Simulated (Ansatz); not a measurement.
```yaml
crystal:
  periodic: [false, false, false]
  atoms:
    - {symbol: N, position_ang: [1.410285, -2.039393, 1.645043]}
    - {symbol: C, position_ang: [0.860739, -1.364741, 0.891310]}
    - {symbol: Sn, position_ang: [-0.129538, -0.146293, -0.477100]}
    - {symbol: Cl, position_ang: [-2.126965, -1.097427, -1.023621]}
    - {symbol: Cl, position_ang: [1.169352, 0.111915, -2.331622]}
    - {symbol: C, position_ang: [-0.353896, 2.750313, 1.161976]}
    - {symbol: N, position_ang: [-0.653896, 2.750313, 0.861976]}
basis:
  gaussian: {orbitals: def2-SVPD, fitting: {mean_field: def2-universal-jkfit}}
hamiltonian: {xc: {name: HF}}
correlation: {method: ccsd_t, diis_vectors: 1}
```

```sh
$ ansatz run in.yaml --threads 4 --pin off --events-out ev --progress --plain --max-ram 11315MiB
```

It prints (some lines left out):

```
Functional definition: HF
778 factors; integrals over basis functions are off by at most 1.7e-1 eV
mean field evaluation 1: about -35591.9228 eV, gradient 4.0e1 eV
mean field evaluation 2: about -35595.0128 eV, gradient 2.6e1 eV
mean field evaluation 4: about -35596.5114 eV, gradient 2.2e0 eV
mean field evaluation 8: about -35596.5381 eV, gradient 1.3e-6 eV
mean field -35596.53810738 eV, -1308.1486472460 hartree, gradient 1.3e-6 eV, S^2 0.000000; 0 other end points of the search recorded, 0 dependent functions left out
18 core orbitals not correlated: weight in the atoms' cores, before any rotation towards them, 0.998 or more for the frozen orbitals, at most 0.000 for the correlated occupied ones
reference -35596.53810738 eV, -1308.1486472460 hartree; 23, 23 occupied and 125, 125 virtual orbitals, 778 factors
second order -23.06503038 eV of doubles, -0.00000000 eV of singles
cycle   1  -23.62426148 eV  change   -5.6e-1 eV  update   1.2e-1
cycle   2  -24.23712296 eV  change   -6.1e-1 eV  update   3.6e-2
cycle   3  -24.28078376 eV  change   -4.4e-2 eV  update   1.8e-2
cycle   4  -24.35157447 eV  change   -7.1e-2 eV  update   7.9e-3
cycle   5  -24.35350168 eV  change   -1.9e-3 eV  update   4.6e-3
cycle   6  -24.36386716 eV  change   -1.0e-2 eV  update   2.4e-3
cycle   7  -24.36451393 eV  change   -6.5e-4 eV  update   1.6e-3
cycle   8  -24.36688417 eV  change   -2.4e-3 eV  update   1.0e-3
cycle   9  -24.36715321 eV  change   -2.7e-4 eV  update   7.6e-4
cycle  10  -24.36767447 eV  change   -5.2e-4 eV  update   5.3e-4
cycle  11  -24.36783291 eV  change   -1.6e-4 eV  update   4.2e-4
cycle  12  -24.36800723 eV  change   -1.7e-4 eV  update   3.1e-4
cycle  13  -24.36808676 eV  change   -8.0e-5 eV  update   2.4e-4
cycle  14  -24.36813904 eV  change   -5.2e-5 eV  update   1.8e-4
cycle  15  -24.36817023 eV  change   -3.1e-5 eV  update   1.4e-4
cycle  16  -24.36819670 eV  change   -2.6e-5 eV  update   1.1e-4
cycle  17  -24.36821141 eV  change   -1.5e-5 eV  update   8.5e-5
cycle  18  -24.36822083 eV  change   -9.4e-6 eV  update   6.6e-5
cycle  19  -24.36822751 eV  change   -6.7e-6 eV  update   5.1e-5
perturbative correction -0.86706843 eV, -0.0318641772 hartree
Total energy: -35621.77340332 eV, -1309.0760272667 hartree
```

**Question.** What is wrong with this run?

**Answer.** One atom was put on top of another. The run converged. The result belongs to that input, not to the molecule as meant.
